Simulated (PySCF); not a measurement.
## Polarisability and C₆ of Ni (nickel, neutral)

[Ar] 3d8 4s1 4p1, one real determinant (an excited configuration). Calculation: PySCF 2.14, in aug-cc-pVTZ with one added diffuse shell each of s, p, d, f, g type (9s8p6d4f3g, 118 functions); no relativity, point nucleus. Coupled (time-dependent) response in atomic units; α is the mean over directions.

```json
{"method": "PBE0", "mean α (bohr³)": "85.10", "α xx, yy, zz": "65.89, 123.5, 65.89", "C₆ (like pair)": "775.2", "S(−4)": "5888"}
```

S(−4) is the Cauchy moment in α(ω) = α(0) + S(−4) ω² + …

α(iu) at PBE0:

```json
{"u (hartree)": "0", "α(iu) (bohr³)": "85.10"}
{"u (hartree)": "0.0500", "α(iu) (bohr³)": "73.25"}
{"u (hartree)": "0.100", "α(iu) (bohr³)": "54.10"}
{"u (hartree)": "0.200", "α(iu) (bohr³)": "29.55"}
{"u (hartree)": "0.300", "α(iu) (bohr³)": "18.21"}
{"u (hartree)": "0.500", "α(iu) (bohr³)": "9.213"}
{"u (hartree)": "0.750", "α(iu) (bohr³)": "5.317"}
{"u (hartree)": "1.00", "α(iu) (bohr³)": "3.631"}
{"u (hartree)": "1.50", "α(iu) (bohr³)": "2.148"}
{"u (hartree)": "2.00", "α(iu) (bohr³)": "1.483"}
{"u (hartree)": "3.00", "α(iu) (bohr³)": "0.8664"}
{"u (hartree)": "5.00", "α(iu) (bohr³)": "0.4204"}
```

The components differ because the open shell of this determinant is not spherical; for a pure term their mean is the scalar polarisability.

⟨L²⟩ = 14.02 against 20 for a pure G term, so this real determinant mixes terms.
